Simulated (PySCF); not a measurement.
# Effect of structural changes

Method: PySCF 2.14.0, quadratic response CAM-B3LYP/aug-cc-pVDZ first hyperpolarisability, Taylor convention, gas phase. Geometry: PBE0-D3(BJ)/def2-SVP.

Each molecule in one low-energy conformer. The parent is FC(F)(F)c1cccs1.

Question: How does the norm of the vector part βᵢ = ⅓ Σⱼ (βᵢⱼⱼ + βⱼᵢⱼ + βⱼⱼᵢ) of the static first hyperpolarisability change along this series?
- FC(F)(F)c1cccs1 (base)
- Nc1ccc(C(F)(F)F)s1 (H replaced by NH2)
- COc1ccc(C(F)(F)F)s1 (H replaced by OCH3)

Answer: 
```
           molecule  static β vector norm (au)  static β HRS (au)  S1 (eV)
    FC(F)(F)c1cccs1                        151                 57     5.62
 Nc1ccc(C(F)(F)F)s1                        146                 93     4.71
COc1ccc(C(F)(F)F)s1                        129                 75     5.17
```
The norm of the vector part βᵢ = ⅓ Σⱼ (βᵢⱼⱼ + βⱼᵢⱼ + βⱼⱼᵢ) of the static first hyperpolarisability is lowest for COc1ccc(C(F)(F)F)s1 and highest for FC(F)(F)c1cccs1.
